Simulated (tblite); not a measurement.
Task: Give a GFN2-xTB geometry of `N#C/C=C1/C=CC=C(c2cccs2)C=C1`.

Result: 
```
atom  x, y, z in Å
N1    -4.3195    2.6563   -1.6432
C2    -4.0826    1.7291   -1.0026
C3    -3.8203    0.6032   -0.2248
C4    -2.5656    0.2117    0.1531
C5    -2.4357   -0.9650    0.9706
C6    -1.3229   -1.6027    1.4004
C7     0.0465   -1.3277    1.1463
C8     0.6125   -0.2831    0.4714
C9     2.0554   -0.2430    0.3343
C10    2.8175    0.4510   -0.5722
C11    4.2004    0.2393   -0.4233
C12    4.4943   -0.6066    0.5988
S13    3.0851   -1.1741    1.3918
C14   -0.1122    0.8231   -0.1080
C15   -1.4357    1.0237   -0.2401
H16   -4.6893    0.0289    0.0659
H17   -3.3833   -1.3934    1.2774
H18   -1.4855   -2.4818    2.0128
H19    0.7308   -2.0643    1.5505
H20    2.4091    1.0725   -1.3486
H21    4.9436    0.6977   -1.0508
H22    5.4561   -0.9371    0.9378
H23    0.5209    1.6146   -0.4848
H24   -1.7315    1.9477   -0.7252
```

Orientation and origin are arbitrary. Atoms count from 1 in this order. The 13 C–C bonds span 1.345 Å (C14–C15, aromatic) to 1.450 Å (C8–C9, drawn single), a spread of 0.105 Å. Of the pairs four or more bonds apart, C2···H24 is among the closest relative to their van der Waals radii: 2.38 Å, 82 % of the sum of Bondi's values. The 7-membered ring C4–C5–C6–C7–C8–C14–C15 has internal angles of 122.9° to 131.2° (sum 899°, against 900° for a flat polygon); it is slightly puckered (a soft mode that the optimisation may not have finished), 0.04 Å rms from its mean plane, widest ring torsion 9°. The 5-membered ring C9–C10–C11–C12–S13 has internal angles of 91.6° to 113.6°; it is planar, 0.00 Å rms from its mean plane, widest ring torsion 1°.

Bonds between heavy atoms (Å): N1≡C2 1.152, C2–C3 1.393, C3=C4 1.368, C4–C5 1.439, C5–C6 1.353, C6–C7 1.420, C7–C8 1.366, C8–C9 1.450, C9–C10 1.373, C10–C11 1.407, C11–C12 1.359, C12–S13 1.714, C8–C14 1.444, C14–C15 1.345, C4–C15 1.446, C9–S13 1.745.

Structure optimised with GFN2-xTB, isolated species.

Point group: C1 (no symmetry element, even within 0.4 Å). Its GFN2-xTB frequencies are all real (lowest 19 cm⁻¹). The numbers are those of one conformer (C7–C8–C9–C10 160°). 3 starts were optimised and ended at 0.00, 0.00 and 0.24 kcal/mol (GFN2-xTB); the lowest of these is shown.

All values are computed, not measured.
